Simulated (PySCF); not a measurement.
Work out the structure from these simulated measurements.

Formula: C3HF5O2.

* Polarisability: 47.8 au [CAM-B3LYP/def2-SVPD]
* 13C NMR: chemical shifts (computed TMS as zero) by class: 163.8 (1 C), 123.7 (1 C), 109.5 (1 C) ppm [GIAO PBE0/pcSseg-1]
* Rotational structure: rotational constants A, B, C: 1.919, 1.200, 1.110 GHz [PBE0-D3(BJ)/def2-SVP]
* 1H NMR: chemical shifts (computed TMS as zero) by class: 6.33 (1 H) ppm [GIAO PBE0/pcSseg-1]
* Triplet: lowest triplet excitation (Tamm–Dancoff): 5.11 eV [TDA CAM-B3LYP/def2-SVPD]
* Couplings: largest of the computed one-bond spin–spin couplings (means over like bonds): 19F–13C -356.2 (×3), 19F–13C -320.9 (×2), 17O–1H -78.8 Hz [B3LYP/pcJ-1, spin–dipole term left out for some pairs]

Electronic properties: PySCF, gas phase, density fitting. Levels stand in brackets. Isolated species at its PBE0-D3(BJ)/def2-SVP geometry (one conformer only). NMR classes are plain means over equivalent atoms (diastereotopic ones count apart unless rotation or inversion swaps them), as if these changed places fast.

Question: Propose a structure and show how it fits.

Answer: Numbering: `[O:1]=[C:2]([OH:3])[C:4]([F:5])([F:6])[C:7]([F:8])([F:9])[F:10]`. Its formula, C3HF5O2, gives 1 degree of unsaturation: 0 rings and 1 π bond in the structure found. 3 carbons fall into 3 classes; from least to most shielded: carboxylic acid carbon [C2] (163.8 ppm), CF3 carbon [C7] (123.7 ppm), CF2 carbon [C4] (109.5 ppm). The one hydrogen (6.33 ppm): acid proton. The couplings run between: -356.2 Hz, fluorine of a CF3 group [F8] and CF3 carbon [C7] (with 2 like pairs); -320.9 Hz, fluorine of a CF2 group [F5] and CF2 carbon [C4] (with 1 like pair); -78.8 Hz, acid hydroxyl oxygen [O3] and its hydrogen. The optimised geometry has point group C1 and is an asymmetric top. Structure: `O=C(O)C(F)(F)C(F)(F)F` (pentafluoropropionic acid). The assignments are read from this structure; whether some other isomer fits the data as well wasn't checked.

Shape of the structure used: `[O:1]=[C:2]([OH:3])[C:4]([F:5])([F:6])[C:7]([F:8])([F:9])[F:10]`: O1–C2–C4–F5 4°, C2–C4–C7–F8 168°, H–O3–C2–O1 0°.
